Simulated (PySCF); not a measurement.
## Magnetisability: `C=C[P+](C)(C)CC`, [C$_{6}$H$_{14}$P]+, charge +1

Geometry:
```csv
atom,x (Å),y (Å),z (Å)
C1,-1.292,2.111,-0.688
C2,-0.726,1.478,0.329
P3,-0.300,-0.268,0.327
C4,-0.919,-1.089,-1.160
C5,-1.046,-1.034,1.789
C6,1.513,-0.429,0.452
C7,2.226,0.196,-0.742
H8,-1.523,3.162,-0.633
H9,-1.550,1.617,-1.611
H10,-0.472,1.992,1.249
H11,-0.474,-0.645,-2.049
H12,-0.659,-2.147,-1.119
H13,-2.003,-0.988,-1.206
H14,-2.129,-0.925,1.748
H15,-0.673,-0.548,2.690
H16,-0.791,-2.092,1.821
H17,1.752,-1.493,0.540
H18,1.816,0.063,1.381
H19,2.009,-0.344,-1.661
H20,1.934,1.236,-0.871
H21,3.301,0.164,-0.585
```

Total charge +1.

Computed, not measured: GIAO KT3/pcSseg-1 magnetisability, rotational g tensor and spin-rotation constants, non-relativistic, gas phase (PySCF). Geometry: GFN2-xTB.

For an ion the centre-of-mass motion in the field is neglected.

Question: How diamagnetic is it, and how anisotropic?

Answer: Isotropic -1406 × 10⁻³⁰ J/T², or -84.7 × 10⁻⁶ cm³/mol; principal values -1547, -1347, -1325 × 10⁻³⁰ J/T², anisotropy 212 × 10⁻³⁰ J/T² (root of half the summed squared differences of the principal values). The susceptibility is in cgs units.

Question: Split it along the inertial axes a, b, c into diamagnetic and paramagnetic parts about the centre of mass, with the quadrupole moment.

Answer: 
| axis | χ (10⁻⁶ cm³/mol) | diamagnetic (10⁻⁶ cm³/mol) | paramagnetic (10⁻⁶ cm³/mol) | summed x² of all electrons (Å²) | quadrupole Θ (D Å) |
| --- | --- | --- | --- | --- | --- |
| a | -86.6 | -710.7 | 624.0 | 122.6 | +0.68 |
| b | -87.3 | -781.0 | 693.7 | 106.1 | +1.41 |
| c | -80.1 | -970.2 | 890.1 | 61.5 | -2.09 |

Anisotropies 2χaa − χbb − χcc = -5.9 and 2χbb − χaa − χcc = -7.9 × 10⁻⁶ cm³/mol. Θ is traceless in Buckingham's convention.

Question: And the rotational g tensor?

Answer: 
```csv
axis,rotational constant (GHz),g,nuclear part,electronic part
a,2.1230,+0.0147,0.6371,-0.6224
b,1.8820,+0.0133,0.6266,-0.6133
c,1.4561,+0.0067,0.6156,-0.6089
```
Asymmetric top; isotopes 12C, 1H, 31P; no vibrational averaging.
